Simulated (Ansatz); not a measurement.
```yaml
crystal:
  periodic: [false, false, false]
  atoms:
    - {symbol: O, position_ang: [-1.640125, 0.422636, -1.065796]}
    - {symbol: C, position_ang: [-0.702288, 0.774999, -0.368555]}
    - {symbol: B, position_ang: [0.189839, 0.317859, 0.557052]}
    - {symbol: Te, position_ang: [1.214625, -1.526060, 0.647504]}
    - {symbol: H, position_ang: [-0.166809, 1.559654, -1.301006]}
    - {symbol: H, position_ang: [0.172922, 0.772372, 1.898321]}
    - {symbol: H, position_ang: [0.842048, -1.921155, -0.786508]}
basis:
  gaussian: {orbitals: x2c-TZVPPall, point_charges: [{charge: 1.00, position_ang: [3.924, 0.834, -0.361]}]}
hamiltonian: {xc: {name: revPBE}}
relax: {f_tol: 0.001, max_steps: 1}
output: {forces: true}
```

```sh
$ ansatz run in.yaml --threads 2 --pin off --events-out ev --progress --plain --max-ram 4352MiB
```

Shortened log:

```
Functional definition: revPBE
1179 factors; their error is unknown
mean field evaluation 1: about -188661.0889 eV, gradient 7.4e1 eV
mean field evaluation 2: about -188430.5921 eV, gradient 2.4e2 eV
mean field evaluation 4: about -188653.2139 eV, gradient 1.0e2 eV
mean field evaluation 8: about -188676.0801 eV, gradient 7.3e-1 eV
mean field evaluation 16: about -188676.0649 eV, gradient 9.1e-4 eV
mean field -188676.06485304 eV, -6933.7174941190 hartree, gradient 3.0e-5 eV, S^2 0.000000; 0 other end points of the search recorded, 0 dependent functions left out
reference -188676.06489734 eV, -6933.7174957472 hartree; 37, 37 occupied and 158, 158 virtual orbitals, 1179 factors
relax step   1: F+E_penalty+E_count = -188676.06485304 eV  Δ(F+E_penalty+E_count) = +0.000e0 eV  max|allowed force component| = 8.739e0 eV/Å  Δτ_max = 0.0000 Å  (35 SCF iters, accepted)
Error: geometry relaxation did not converge after 1 steps: max|allowed force component| = 8.74e0 eV/Å (threshold 1.0e-3). Raise `relax.max_steps` over both its present limit and 1, loosen `relax.f_tol`, or start from a geometry closer to equilibrium. Where this run's directory can be resumed (`checkpoint.write`), a resume goes on for up to `relax.max_steps` more
```

(1) Something in this input is off. What?

## Answers

(1) The relaxation is allowed too few steps for its threshold. No converged result was reached.
